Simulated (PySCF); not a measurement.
Two-dimensional NMR puzzle

Compound of formula C5H5F4OPSi. Correlations simulated from computed shifts and the bond graph:

HSQC (one-bond C–H):
```csv
δH,δC
6.43,125.1
```

COSY cross peaks (H two or three bonds apart, from the bond graph; peaks can be absent where the dihedral angle is near 90°):
```csv
δH,δH
7.72,6.43
```

HMBC (two and three bonds, from the bond graph):
```csv
δH,δC
7.72,"185.8, 152.6, 125.1, 123.7"
6.43,"185.8, 152.6, 130.8, 123.7"
4.34,"185.8, 152.6, 123.7"
```

Carbons without hydrogens: δ 185.8, 152.6, 130.8, 123.7.

- shielding tensors at PBE0/pcSseg-1 (GIAO)
- GFN2-xTB structure
- program: PySCF
- rapidly exchanging positions averaged, no solvent, no relativistic terms, a single conformation

Scale: TMS for ¹H, ¹³C (reference shieldings calculated alike).

Exchangeable hydrogens are left out of these lists.

Assemble the structure.

Results:

SMILES O=[P@H]1C=C(C(F)(F)F)C([SiH3])=C1F.

Atoms are numbered as in `[O:1]=[P@H:2]1[CH:3]=[C:4]([C:5]([F:6])([F:7])[F:8])[C:9]([SiH3:10])=[C:11]1[F:12]` (H(Xn): hydrogen on atom n).

1. δC 185.8 is C11, a fully substituted alkene carbon.
2. δC 152.6 is C4, a fully substituted alkene carbon.
3. δC 130.8 is C5, a CF3 carbon.
4. δC 125.1 is C3, an alkene CH (δH 6.43).
5. δC 123.7 is C9, a fully substituted alkene carbon.
6. HMBC from δH 7.72 reaches the proton-free carbons C11, C4, C9.
7. HMBC from δH 6.43 reaches the proton-free carbons C11, C4, C5, C9.
8. HMBC from δH 4.34 reaches the proton-free carbons C11, C4, C9.
9. COSY links 7.72–6.43.

The data come from this structure; uniqueness wasn't tested.

Shifts are as computed. Against solution values, carbons near 30 ppm lie about +3 ppm off and those near 130 ppm about +5 ppm. Of 1211 compounds with measured shifts, 218 miss one by over three times the rms of a fit or turn the order of signals round; such compounds aren't used in these exercises.
